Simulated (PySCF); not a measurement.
**SMILES C1C(F)(F)CC(Cl)=CO1, C₅H₅ClF₂O**

Molfile (atoms numbered from 1):
```
C5H5ClF2O
     RDKit          3D

 14 14  0  0  0  0  0  0  0  0999 V2000
   -1.8296   -1.5756    0.0489 F   0  0  0  0  0  0  0  0  0  0  0  0
   -0.8625   -0.7010   -0.3526 C   0  0  0  0  0  0  0  0  0  0  0  0
   -0.8276   -0.8132   -1.7081 F   0  0  0  0  0  0  0  0  0  0  0  0
   -1.2862    0.7163    0.0438 C   0  0  0  0  0  0  0  0  0  0  0  0
   -0.3196    1.6849   -0.2822 O   0  0  0  0  0  0  0  0  0  0  0  0
    0.9758    1.3353   -0.0798 C   0  0  0  0  0  0  0  0  0  0  0  0
    1.3970    0.1031    0.1872 C   0  0  0  0  0  0  0  0  0  0  0  0
    3.0740   -0.2134    0.4565 Cl  0  0  0  0  0  0  0  0  0  0  0  0
    0.4842   -1.0854    0.2479 C   0  0  0  0  0  0  0  0  0  0  0  0
   -2.1989    0.9917   -0.4905 H   0  0  0  0  0  0  0  0  0  0  0  0
   -1.4812    0.7146    1.1250 H   0  0  0  0  0  0  0  0  0  0  0  0
    1.6348    2.1834   -0.1741 H   0  0  0  0  0  0  0  0  0  0  0  0
    0.9054   -1.9178   -0.3212 H   0  0  0  0  0  0  0  0  0  0  0  0
    0.3339   -1.4234    1.2771 H   0  0  0  0  0  0  0  0  0  0  0  0
  1  2  1  0
  2  3  1  0
  2  4  1  0
  4  5  1  0
  5  6  1  0
  6  7  2  0
  7  8  1  0
  7  9  1  0
  9  2  1  0
  4 10  1  0
  4 11  1  0
  6 12  1  0
  9 13  1  0
  9 14  1  0
M  END
```

Method: GIAO KT3/pcSseg-1 magnetisability, rotational g tensor and spin-rotation constants, non-relativistic, gas phase (PySCF). Geometry: GFN2-xTB.

(1) Give the nuclear spin-rotation constants along the inertial axes (H = +C I·J) beside the isotropic shieldings.

Answers

(1) Rotational constants 2.4664, 0.9385, 0.7831 GHz. A star marks the isotopologue with that one atom substituted, in its own axes.
| atom | isotope | Caa (kHz) | Cbb (kHz) | Ccc (kHz) | mean (kHz) | σ (ppm) |
| --- | --- | --- | --- | --- | --- | --- |
| F1 | 19F | 2.645 | 1.358 | 0.552 | 1.518 | 285.1 |
| F3 | 19F | 2.558 | 1.251 | 0.771 | 1.527 | 277.6 |
| Cl8 | 35Cl | 0.239 | 0.280 | 0.240 | 0.253 | 753.4 |
| H10 | 1H | 0.052 | -0.067 | -0.080 | -0.032 | 27.5 |
| H11 | 1H | -0.264 | -0.099 | 0.043 | -0.107 | 27.9 |
| H12 | 1H | -0.005 | -0.006 | -0.081 | -0.030 | 25.2 |
| H13 | 1H | -0.254 | -0.003 | -0.058 | -0.105 | 29.0 |
| H14 | 1H | -0.254 | -0.086 | 0.015 | -0.108 | 28.8 |
| C2 | 13C* | 0.770 | 0.295 | 0.212 | 0.426 | 63.4 |
| C4 | 13C* | 0.543 | 0.210 | 0.172 | 0.308 | 115.7 |
| O5 | 17O* | -0.417 | -0.169 | -0.080 | -0.222 | 212.7 |
| C6 | 13C* | 1.090 | 0.295 | 0.173 | 0.519 | 47.4 |
| C7 | 13C* | 1.000 | 0.232 | 0.152 | 0.461 | 77.0 |
| C9 | 13C* | 0.416 | 0.194 | 0.138 | 0.249 | 141.7 |

For the geometry as given, no vibrational averaging.
